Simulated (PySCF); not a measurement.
C₆ coefficients of unlike pairs at M06

Calculated with PySCF 2.14 from the dipole response of each species, C₆(A,B) = (3/π) ∫ α_A(iu) α_B(iu) du, in atomic units, from isotropic polarisabilities. For ions this is the dispersion term alone; charge-induced terms of lower order in 1/R come first.

```csv
species,configuration,basis,relativity,α (bohr³),C₆ (like pair)
As,[Ar] 3d10 4s2 4p3 (4S),"aug-cc-pVQZ-PP with one added diffuse shell each of s, p, d, f, g type with ECP10MDF (8s7p6d4f3g)",core potential,31.25,251.2
I²⁺,[Kr] 4d10 5s2 5p3 (4S),"x2c-QZVPPall with one added diffuse shell each of s, p, d, f type (14s10p8d5f1g)",spin-free X2C,13.72,94.84
Mg,[Ne] 3s2 (1S),aug-cc-pCVTZ-DK (8s7p5d3f),spin-free X2C,80.48,708.0
F³⁺,[He] 2s2 2p2 (3P),"aug-cc-pVTZ with one added diffuse shell each of s, p, d, f type (6s5p4d3f)",none,0.9096,0.8135
```

(1) Estimate C₆ for F³⁺ with As.

No spin-orbit coupling is included.

The other pairs:

```json
{"pair": "F³⁺, I²⁺", "C₆": "8.351"}
{"pair": "Mg, As", "C₆": "384.0"}
{"pair": "I²⁺, As", "C₆": "147.5"}
{"pair": "F³⁺, Mg", "C₆": "14.63"}
{"pair": "Mg, I²⁺", "C₆": "199.8"}
```

Results:

(1) The integral gives 11.87. The combination rule 2 C_A C_B / (C_A α_B/α_A + C_B α_A/α_B) gives 11.59 and the geometric mean 14.30.
